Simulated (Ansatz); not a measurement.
Isolated molecules relaxed with PBE0-D4/def2-TZVP in Ansatz; ΔE leaves out vibrations. CBS: MP2 limit from def2 TZ/QZ plus the TZ coupled-cluster correction, frozen cores. Each species was taken in one conformer, which may not be the lowest.

Consider the adduct formation: CH₃NH₂ + `[OH][Al]([OH])[OH]` → `C[NH2+][Al-]([OH])([OH])[OH]`.

```json
{"species": "CH₃NH₂", "CCSD(T)/def2-TZVPP energy (Eh)": "-95.69970"}
{"species": "`[OH][Al]([OH])[OH]`", "CCSD(T)/def2-TZVPP energy (Eh)": "-469.39151"}
{"species": "`C[NH2+][Al-]([OH])([OH])[OH]`", "CCSD(T)/def2-TZVPP energy (Eh)": "-565.14432"}
```

Q: Work out ΔE.

A: ΔE = (-565.14432) − (-95.69970) − (-469.39151) = -0.05311 Eh = -139.4 kJ/mol. CCSD(T)/CBS gives -140.8 kJ/mol.

Largest T1 diagnostic among the species: 0.012.

In def2-TZVPP, CCSD(T) changes the Hartree–Fock value by −21.1 kJ/mol (the triples alone add −2.9 kJ/mol) and MP2 by −20.4 kJ/mol. The D4 term adds −18.1 kJ/mol with B3LYP and −10.1 kJ/mol with PBE0; it sums over pairs of atoms, weighted by their polarisabilities, and B3LYP, whose exchange is more repulsive, gets the larger term.

B3LYP here is the variant with VWN-RPA as its local correlation; programs differ in this.
